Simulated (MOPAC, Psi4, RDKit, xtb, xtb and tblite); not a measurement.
Two geometries of H₆BrNSi₂, SMILES [SiH2](N)[SiH2]Br, singlet, relaxed at GFN2-xTB with one dihedral held; other torsions can differ between them too.

Structure A

```
10

N      0.0972     0.1899     2.0874
Si    -0.2163    -0.5859     0.5915
Si     0.4943    -2.7622     0.8520
Br     0.4731    -3.3220     3.0221
H      0.0818    -0.3097     2.9621
H     -0.1341     1.1585     2.2296
H     -1.6289    -0.5644     0.1704
H      0.5654     0.1257    -0.4227
H      1.8692    -3.0923     0.4837
H     -0.3600    -3.8024     0.2811
```

Structure B

```
10

N     -1.7433     0.1792    -0.4449
Si    -0.5268    -0.4943     0.5739
Si     1.3888     0.5841    -0.1070
Br     3.0749    -0.0338     1.2264
H     -2.6883    -0.1486    -0.3272
H     -1.7666     1.1740    -0.6037
H     -0.7554    -0.3272     2.0211
H     -0.5451    -1.9294     0.2856
H      1.4234     2.0431     0.0261
H      1.9258     0.2782    -1.4315
```

**Question.** Which is lower in energy at the level DF-MP2 (frozen core)/cc-pVTZ // GFN2-xTB (Psi4), and by how much?

**Answer.** A is lower, by 4.68 kJ/mol (dihedral H5–N1–Si2–Si3: -30° in A, 180° in B).

E(B) − E(A) in kJ/mol at the other levels, on the same two geometries: GFN2-xTB (xtb and tblite) -0.29; MMFF94 // GFN2-xTB (RDKit) -1.84; B3LYP/def2-TZVP // GFN2-xTB (Psi4) 3.98; B3LYP-D3(BJ)/def2-TZVP // GFN2-xTB (Psi4) 5.81; PBE/def2-TZVP // GFN2-xTB (Psi4) 3.98; PBE-D3(BJ)/def2-TZVP // GFN2-xTB (Psi4) 4.96; HF/cc-pVTZ // GFN2-xTB (Psi4) 3.47; UFF // GFN2-xTB (RDKit) -12.80; PM3, restricted, heats of formation // GFN2-xTB (MOPAC) -1.60; PM6, restricted, heats of formation // GFN2-xTB (MOPAC) 11.25; GFN1-xTB // GFN2-xTB (xtb) 4.62.
